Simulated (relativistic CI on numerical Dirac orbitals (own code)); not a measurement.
**Sensitivity of the levels of Xe XI to α and to the nuclear radius**

These numbers are calculated, not measured: Dirac-Coulomb-Breit CI, separate exchange-only KLI orbitals for each configuration, derivatives by finite differences, unscaled Slater integrals, QED left out (own radial code, finite nucleus).

Configuration list (outside the closed core [Ar] 3d10): 4s2 4p6 4d8, 4s2 4p5 4d9, 4s2 4p6 4d7 4f, 4s2 4p6 4d7 5s, 4s2 4p4 4d10, 4s 4p6 4d9, 4s2 4p6 4d7 5p, 4s2 4p6 4d6 5s2. Levels of other configurations are missing.

With x = (α/α₀)² − 1 an excitation energy changes as ω = ω₀ + qx; K = 2q/ω₀ is the relative enhancement. Terms are leading LS components, so labels can repeat. The field-shift factor is F = δν/δ⟨r²⟩ for the transition from the lowest level.

Lowest level 4s2 4p6 4d8 3F_4.

```csv
Level,ω₀ (cm⁻¹),q (cm⁻¹),K,F (GHz/fm²)
4s2 4p6 4d8 1D_2,13495,2499,0.37,0.0143
4s2 4p6 4d8 3F_3,14810,15400,2.08,0.205
4s2 4p6 4d8 3P_2,27605,16060,1.16,0.265
4s2 4p6 4d8 3P_0,34282,7720,0.45,0.219
4s2 4p6 4d8 3P_1,36784,15540,0.845,0.3
4s2 4p6 4d8 1D_2,43078,27820,1.29,0.353
4s2 4p6 4d8 1G_4,44622,13610,0.61,0.3
4s2 4p6 4d8 1S_0,89167,23580,0.529,0.55
4s2 4p6 4d7 5s 5F_5,557720,-59970,-0.215,48.5
4s2 4p6 4d7 5s 5F_4,565889,-54500,-0.193,48.2
4s2 4p6 4d7 5s 5F_3,573862,-44620,-0.156,48.7
4s2 4p6 4d7 5s 5F_2,577454,-44080,-0.153,48.7
4s2 4p6 4d7 5s 3F_4,577786,-50420,-0.175,47.2
```

At this charge energies of transitions that change n are usually good to better than 1 %, and those within a shell (Δn = 0) to a few per cent. Terms inside the open d or f shell come out 10 to 20 % too wide with unscaled integrals. Levels and lines within the n = 5 or 6 shells can be off by up to 10 % or somewhat more, and those that change n by about 2 %, since core polarisation is missing.
